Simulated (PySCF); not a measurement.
Species: C5H7NO3.
Atom-mapped SMILES: `[CH2:1]=[CH:2][O:3][C:4](=[O:5])[CH2:6][C:7]([NH2:8])=[O:9]` (hydrogens: H10, H11 on C1; H12 on C2; H13, H14 on C6; H15, H16 on N8)

The same species was optimised twice, with GFN2-xTB and with PBE0-D3(BJ)/def2-SVP (PySCF), and the same property calculations (PySCF, gas phase) were run on both structures.

```
     coordinate  GFN2-xTB  PBE0-D3(BJ)/def2-SVP  change
      C1=C2 (Å)     1.319                 1.328  +0.009
      C6–C7 (Å)     1.540                 1.531  -0.009
      O3–C4 (Å)     1.336                 1.344  +0.008
      C7=O9 (Å)     1.206                 1.212  +0.006
      C2–O3 (Å)     1.379                 1.374  -0.005
      C4–C6 (Å)     1.504                 1.500  -0.004
      C7–N8 (Å)     1.346                 1.350  +0.004
      C4=O5 (Å)     1.208                 1.206  -0.002
   C4–C6–C7 (°)     110.8                 117.1    +6.3
   C6–C7–N8 (°)     113.0                 115.5    +2.5
   C6–C7–O9 (°)     122.2                 119.9    -2.3
   O5–C4–C6 (°)     124.3                 125.5    +1.2
   O3–C4–O5 (°)     124.3                 123.3    -1.0
   C1–C2–O3 (°)     121.1                 120.1    -1.0
   O3–C4–C6 (°)     111.4                 111.2    -0.2
   N8–C7–O9 (°)     124.7                 124.5    -0.2
C1–C2–O3–C4 (°)       179                   180      +1
C2–O3–C4–O5 (°)         0                     1      +1
O3–C4–C6–C7 (°)      -122                  -140     -18
C4–C6–C7–N8 (°)       -55                   -35     +20
```

Rotational constants: A = 3964, B = 836.9, C = 746.8 MHz (GFN2-xTB) against A = 4622, B = 779.9, C = 692.0 MHz (PBE0-D3(BJ)/def2-SVP). Point groups within 0.08 Å: C1 and C1.

On the GFN2-xTB structure: lowest singlet, TDDFT (eV) 5.40 [PBE0/def2-SVPD]; isotropic polarisability (au) 81.6 [PBE0/def2-SVPD]; HOMO (eV) -7.66 [PBE0/def2-SVPD]; LUMO (eV) -1.09 [PBE0/def2-SVPD]; dipole (D) 2.80 [PBE0/def2-SVPD].

Q: What do these properties become on the PBE0-D3(BJ)/def2-SVP structure?

A: 
| property | level | on GFN2-xTB | on PBE0-D3(BJ)/def2-SVP | change |
| --- | --- | --- | --- | --- |
| lowest singlet, TDDFT (eV) | PBE0/def2-SVPD | 5.40 | 5.56 | +0.16 |
| isotropic polarisability (au) | PBE0/def2-SVPD | 81.6 | 82.5 | +0.9 |
| HOMO (eV) | PBE0/def2-SVPD | -7.66 | -7.65 | +0.01 |
| LUMO (eV) | PBE0/def2-SVPD | -1.09 | -1.08 | +0.01 |
| dipole (D) | PBE0/def2-SVPD | 2.80 | 3.04 | +0.24 |
| energy, GFN2-xTB geometry as zero (kcal/mol) | PBE0/def2-SVPD | 0.0 | -1.7 | -1.7 |

The heavy atoms differ by 0.209 Å rms after alignment. Among bonds between heavy atoms C1=C2, O3–C4 and C6–C7 change most and about equally (-0.009 to +0.009 Å). Changes are differences of the printed values. Neither structure is proved a minimum here.
